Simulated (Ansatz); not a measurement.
`C[CH](C)[SbH2]` + `CC(O)Cl` → `COC(C)Cl` + `C[CH2][SbH2]` at 500 K and 1 bar (substitution at a C–C bond).

Program: Ansatz. Geometries: PBE0-D4/def2-TZVP. ΔE: electronic, gas phase. CBS: MP2 limit from def2 TZ/QZ plus the TZ coupled-cluster correction, frozen cores. def2 core potentials past Kr. For Sb outer-core shells are correlated without core-valence functions, which leaves a few kJ/mol of doubt a bond. One conformer a species, not always the lowest.

```csv
species,CCSD(T)/CBS energy (Eh),H − E (kJ/mol),S (J/(mol·K))
`C[CH](C)[SbH2]`,-359.57575,327.1,410.8
`CC(O)Cl`,-614.06791,222.0,344.8
`COC(C)Cl`,-653.31493,304.4,389.4
`C[CH2][SbH2]`,-320.31453,243.9,367.3
```

H − E and S are ideal-gas, rigid-rotor, harmonic terms from PBE0-D4/def2-TZVP, for one conformer and one mirror image of each species. 1 Eh = 2625.50 kJ/mol, R = 8.31446 J/(mol·K).

Question: By hand: ΔE, ΔH, ΔS and ΔG.

Answer: ΔE = (-653.31493) + (-320.31453) − (-359.57575) − (-614.06791) = 0.01420 Eh = 37.3 kJ/mol. Δ(H − E) = 304.4 + 243.9 − 327.1 − 222.0 = -0.8, so ΔH = 36.5 kJ/mol. ΔS = 389.4 + 367.3 − 410.8 − 344.8 = 1.1 J/(mol·K). ΔG = 36.5 − 500 × (1.1)/1000 = 36.0 kJ/mol.

Question: By hand: the equilibrium constant, and the temperature at which ΔG would vanish if ΔH and ΔS stayed fixed.

Answer: log₁₀ K = −ΔG/(RT ln 10) = -3.8. ΔG = 0 at ΔH/ΔS = 33182 K, far beyond where these terms or the molecules hold.

The number of gas molecules stays the same, so ΔS is small and ΔH decides. A doubt of 5 kJ/mol in ΔE shifts log₁₀ K by 0.5 here. Other conformers and mirror images would add mixing entropy, several J/(mol·K) or more a flexible species. These are equilibria of isolated gas molecules and say nothing of rates. Largest T1 diagnostic: 0.012 (customary marks: 0.02 for closed shells, 0.045 for open ones).
